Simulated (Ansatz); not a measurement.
Ansatz (an electronic-structure program) input (CCSD(T)/def2-TZVPPD):
A basis named .json is the Basis Set Exchange file of that set.

Ansatz 0.2 input:
```yaml
crystal:
  periodic: [false, false, false]
  atoms:
    - {symbol: Hg, position_ang: [0.00000000, 0.00000000, 0.00000000]}
    - {symbol: Cl, position_ang: [-0.00000000, -0.00000000, -2.28483868]}
    - {symbol: Cl, position_ang: [0.00000000, 0.00000000, 2.28483868]}
basis:
  gaussian:
    orbitals: def2-TZVPPD.json
magnetization: {spin_polarized: false}
correlation: {method: ccsd_t, electrons: outside_noble_gas}
```

End of the output:

```
reference -29160.36173465 eV, -1071.6235281452 hartree; 13, 13 occupied and 137, 137 virtual orbitals, 1014 factors
second order -21.96254704 eV of doubles, -0.00000000 eV of singles
coupled cluster: 0.74 GiB planned
cycle   1  -21.22926086 eV  change    7.3e-1 eV  update   1.1e-1
cycle   2  -21.72172955 eV  change   -4.9e-1 eV  update   3.0e-2
cycle   3  -21.83064102 eV  change   -1.1e-1 eV  update   1.9e-2
cycle   4  -21.79935511 eV  change    3.1e-2 eV  update   6.6e-3
cycle   5  -21.79586146 eV  change    3.5e-3 eV  update   2.6e-3
cycle   6  -21.79778031 eV  change   -1.9e-3 eV  update   6.6e-4
cycle   7  -21.79736714 eV  change    4.1e-4 eV  update   2.3e-4
cycle   8  -21.79740051 eV  change   -3.3e-5 eV  update   6.8e-5
cycle   9  -21.79746638 eV  change   -6.6e-5 eV  update   2.5e-5
cycle  10  -21.79745902 eV  change    7.4e-6 eV  update   6.4e-6
perturbative correction -0.94603922 eV, -0.0347663000 hartree
Total energy: -29183.10523288 eV, -1072.4593362893 hartree
```
